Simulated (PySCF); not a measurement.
A calculated (BLYP, PySCF 2.14, aug-cc-pCVQZ-DK, scalar relativity by spin-free X2C-1e) atom or ion has these occupied shells.

```csv
shell,electrons,orbital energy (eV),"rms radius, mean of both spins (bohr)"
1s,2,-1260.3,0.152
2s,2,-79.536,0.766
2p,6,-46.497,0.783
3s,2,-4.572,3.41
```

Problem. Name the element and its charge.

Solution. Mg (magnesium, neutral), in [Ne] 3s2, closed-shell 1S.
